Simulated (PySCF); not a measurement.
**Co²⁺: ionisation energy**

Co²⁺ [Ar] 3d7 (4F) → Co³⁺ [Ar] 3d6 (5D), as a difference of total energies. Computed with PySCF 2.14 in cc-pVTZ-DK, with the spin-free X2C one-electron Hamiltonian (Gaussian nucleus). Correlated levels: valence: [Ar] frozen. The calculations carry no spin-orbit coupling.

| method | ionisation energy (eV) |
| --- | --- |
| UHF | 31.199 |
| LDA | 34.399 |
| PBE | 34.148 |
| MP2 (valence) | 33.026 |
| SCS-MP2 (valence) | 33.123 |

Q: How much does correlation contribute at MP2 (valence)?

A: 33.026 − (31.199) = 1.827 eV, measured against UHF.

The reference lies between the lowest fine-structure levels, while these numbers refer to the centres of the terms.

Errors of the correlated levels include the incompleteness of this basis and the frozen core.

For comparison: 33.5 ± 0.06 eV (semi-empirical (NIST evaluation); NIST Atomic Spectra Database, ionization energies).
